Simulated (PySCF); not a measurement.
**[HgSF]− at several levels of theory**

Computed with PySCF 2.14.0 (density fitting, no spin-orbit coupling) at the geometry relaxed with PBE0:

```xyz
3
[HgSF]− (singlet)
Hg   -0.0998    0.0000    0.3551
S     2.1382    0.0000    0.4351
F    -2.1220    0.0000    0.2828
```

```
level                                              basis    state  HOMO (eV)  gap (eV)  charge on Hg1 (e)  dipole about the centre of mass (D)  largest force component (eV/Å)
 PBE0     Hg def2-SVP with ECP60, S def2-SVP, F def2-SVP  singlet      -0.63      4.82               0.18                                 2.89                            0.03
 PBE0  Hg def2-TZVP with ECP60, S def2-TZVP, F def2-TZVP  singlet      -1.15      4.74               0.46                                 3.12                            0.35
```

Charges are Mulliken's, which hang on the basis. The relaxation used the grid (50, 194), these runs (75, 302) or, all-electron (x2c bases, spin-free X2C Hamiltonian), (99, 590).

(1) A further run in the first row's basis gives HOMO (eV) 0.42, gap (eV) 3.22, charge on Hg1 (e) 0.28, dipole about the centre of mass (D) 3.12, largest force component (eV/Å) 0.55. Which level was it?
A. revPBE
B. M06-L

The highest filled level of some runs lies above zero, as often for anions with such functionals and bases.

Results:

(1) B. The others give HOMO 0.57 eV (revPBE).
